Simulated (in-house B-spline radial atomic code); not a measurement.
Binding energies in the osmium ion Os¹⁰⁺

NIST's tabulated ground configuration is [Kr] 4d10 4f14 5s2 5p4; each binding energy is the energy of the ion with one electron taken from that subshell, relaxed, less that of the parent. Computed with a B-spline radial code for spherical atoms: Dirac-Hartree-Fock, average of configuration, Fermi nucleus of rms radius 5.4126 fm. Energies include first-order Breit, QED and recoil terms.

```csv
subshell,X-ray name,binding energy (eV),-ε (eV),relaxation (eV)
1s,K,74056.4,74522.7,84.3
2s,L1,13162.4,13258.6,48.4
3s,M1,3242.4,3277.4,25.3
3d3/2,M4,2217.4,2248.3,27.4
3d5/2,M5,2146.3,2175.4,26.7
4s,N1,846,856.3,8.1
4d3/2,N4,477,484.2,6.7
4d5/2,N5,462.4,469.0,6.4
5s,O1,259.2,260.4,0.8
4f5/2,N6,232,237.7,5.8
4f7/2,N7,229.3,234.7,5.6
5p,"O2,3",212.1,212.9,0.6
```

Relaxation = -ε minus the binding energy without Breit, QED and recoil terms.

Emission lines follow as differences of binding energies, with λ = 12398.42 eV·Å / E:

| line | holes | energy (eV) | wavelength (Å) |
| --- | --- | --- | --- |
| M5-N7 | 3d5/2 → 4f7/2 | 1917.0 | 6.4676 |
| M4-N6 | 3d3/2 → 4f5/2 | 1985.4 | 6.2448 |

**Question.** What does it cost to remove both a 4f5/2 and a 5p electron?

**Answer.** 468.68 eV, which is 24.6 eV more than the two single binding energies together.

**Question.** What does it cost to remove both a 3s and a 3d5/2 electron?

**Answer.** 5463.4 eV, which is 74.68 eV more than the two single binding energies together.

**Question.** What does it cost to remove both a 3d3/2 and a 4f5/2 electron?

**Answer.** 2488.2 eV, which is 38.86 eV more than the two single binding energies together.
